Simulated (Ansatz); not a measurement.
This geometry of C3H7NSi (12 atoms, charge 0, multiplicity 1) is a first-order saddle point.

Computed with RKS r2SCAN/def2-SVP (Ansatz 0.2.0).

```xyz
12
Properties=species:S:1:pos:R:3
N -0.547 1.545 0.087
C -0.181 0.156 -0.114
Si 0.980 -0.550 1.214
C -1.210 -0.747 -0.735
C -0.191 -0.467 -1.502
H -1.070 1.891 -0.720
H 0.282 2.135 0.179
H 2.336 -0.810 0.632
H 0.443 -1.854 1.710
H 1.139 0.387 2.370
H -2.191 -1.206 -0.605
H 0.286 -0.536 -2.481
```

(1) Which two structures does it join? (They come from a converged band through this point; their orientation in space is the band's.)

(2) How far does it lie above each of them?

Answers

(1) No bond is made or broken. The dihedral N1–C2–Si3–H9 goes from 69 to -170°. The two ends are copies of one structure, up to a mirror image or an exchange of like atoms.

Image 0:

```xyz
12
Properties=species:S:1:pos:R:3
N -0.737 1.393 0.263
C -0.162 0.121 -0.130
Si 0.964 -0.564 1.228
C -1.010 -0.808 -0.951
C -0.015 -0.263 -1.597
H -1.389 1.731 -0.447
H -0.011 2.105 0.366
H 1.725 -1.737 0.702
H 0.168 -0.989 2.420
H 1.941 0.481 1.673
H -1.912 -1.420 -0.958
H 0.513 -0.103 -2.537
```

Image 6:

```xyz
12
Properties=species:S:1:pos:R:3
N -0.410 1.543 0.067
C -0.147 0.132 -0.137
Si 0.953 -0.559 1.239
C -1.244 -0.709 -0.726
C -0.231 -0.498 -1.522
H -1.052 1.897 -0.646
H 0.450 2.088 -0.007
H 2.164 0.305 1.425
H 1.404 -1.938 0.877
H 0.218 -0.610 2.540
H -2.247 -1.105 -0.566
H 0.219 -0.601 -2.510
```

(2) 1.7 kcal/mol above the first and 1.7 kcal/mol above the second. This is the barrier of this one path; another mechanism may lie lower.

Time of the run: 2.6 min on 2 threads of Arm Neoverse V1, with other jobs on the host, peak memory 0.17 GiB.
